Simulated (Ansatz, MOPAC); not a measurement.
Molecule: CClF₂, charge 0, multiplicity 2. SMILES: F[C](F)Cl

Atoms: F1, C2, F3, Cl4. Bonds: F1-C2, C2-F3, C2-Cl4.

Bond lengths (Å) and angles (degrees) optimised at PM3 with MOPAC; HF/STO-3G with Ansatz (a first-principles code); HF/3-21G with Ansatz; HF/6-31G* with Ansatz; B3LYP/LANL2DZ with Ansatz; B3LYP/6-31G* with Ansatz, each started from the B3LYP-D3(BJ)/def2-TZVP structure (Ansatz) of the last column. A row stands for all coordinates that are equal there. 6-31G* holds six Cartesian d functions. No wavenumbers were computed at HF/STO-3G, B3LYP/LANL2DZ, so these may be saddle points.

| coordinate | PM3 | HF/STO-3G | HF/3-21G | HF/6-31G* | B3LYP/LANL2DZ | B3LYP/6-31G* | B3LYP-D3(BJ)/def2-TZVP |
|---|---|---|---|---|---|---|---|
| F1-C2 | 1.321 | 1.342 | 1.328 | 1.303 | 1.377 | 1.325 | 1.323 |
| C2-Cl4 | 1.684 | 1.816 | 1.832 | 1.725 | 1.812 | 1.759 | 1.735 |
| F1-C2-F3 | 109.1 | 112.3 | 112.0 | 110.6 | 109.9 | 110.7 | 110.4 |
| F1-C2-Cl4 | 120.8 | 113.2 | 112.7 | 113.6 | 113.8 | 113.4 | 114.1 |

Mean signed difference of all 3 bond lengths from B3LYP-D3(BJ)/def2-TZVP: PM3 -0.019 Å, HF/STO-3G 0.039 Å, HF/3-21G 0.036 Å, HF/6-31G* -0.017 Å, B3LYP/LANL2DZ 0.062 Å, B3LYP/6-31G* 0.009 Å.
